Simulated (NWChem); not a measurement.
# Lowest excitation of H₃Ge (+1)

```
Ge
H 1 1.5261
H 1 1.5261 2 120.01
H 1 1.5261 2 120.00 3 180.00
```
Charge +1, spin multiplicity 1.

Program: NWChem. All single points use one geometry, from PBE0/def2-SVP, a minimum by its harmonic frequencies.

Basis set: def2-SVPD. CR-EOMCCSD(T) is the triples correction to the same EOM-CCSD root.

```csv
method,lowest vertical singlet excitation energy (eV),difference from EOM-CCSD
CIS,6.34,+0.73
TD-PBE,5.09,-0.52
TD-B3LYP,5.28,-0.32
EOM-CCSD,5.60,0.00
CR-EOMCCSD(T),5.53,-0.08
TD-PBE0,5.42,-0.19
```

The values span 1.25 eV, from TD-PBE (lowest) to CIS (highest). 

The Hamiltonian is non-relativistic. The correlated methods keep 9 core orbitals frozen. B3LYP has NWChem's definition, with VWN1-RPA local correlation. The spin multiplicity of the parent species was assumed, not shown to be that of its ground state. The structure started from a generated list of species. No row is a measurement; the coupled-cluster row has its own basis-set and correlation limits.
